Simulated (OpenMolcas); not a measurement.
Ionisation energies of germanium

- Program: OpenMolcas
- Basis: ANO-RCC [10s9p8d5f2g]
- Scalar Hamiltonian: DKH2, point nucleus
- Spin-orbit coupling: state interaction with AMFI integrals over the reference wave functions, term energies averaged over their components

Active shells in each charge state: the valence s, p shells, with orbitals averaged over the low states. Where CASPT2's correlated closed shells are named, they are those of the first ion.

A. CASSCF
B. SS-CASPT2, IPEA 0.25 Eh, imaginary shift 0.1 Eh (closed shells correlated: 3s 3p 3d)

Energies in eV between the lowest computed levels (charge -1 gives the electron affinity), named as in B; reference values from the NIST Atomic Spectra Database with their kind.

```
               From                  To       A       B  Spin-orbit share in B          Reference
Ge- 4s² 4p³ ⁴S°_3/2      Ge 4s² 4p² ³P₀   0.548   1.146                 -0.108                   
     Ge 4s² 4p² ³P₀  Ge+ 4s² 4p ²P°_1/2   7.073   7.806                 -0.022   7.899 (measured)
 Ge+ 4s² 4p ²P°_1/2        Ge2+ 4s² ¹S₀  14.808  15.847                 +0.134  15.935 (measured)
       Ge2+ 4s² ¹S₀      Ge3+ 4s ²S_1/2  33.218  34.031                 +0.000  34.058 (measured)
     Ge3+ 4s ²S_1/2       Ge4+ 3d¹⁰ ¹S₀  44.612  45.751                 +0.000  45.715 (measured)
```

Error against the reference values, in %:

```
From  Reference      A     B
  Ge   measured  -10.5  -1.2
 Ge+   measured   -7.1  -0.6
Ge2+   measured   -2.5  -0.1
Ge3+   measured   -2.4  +0.1
```

Mean absolute error over the 4 measured values: A 0.97 eV, B 0.06 eV. B lies closest.

No diffuse functions were added, so the electron affinity comes out too small, and without dynamic correlation a bound anion can come out unbound.

° marks odd parity.
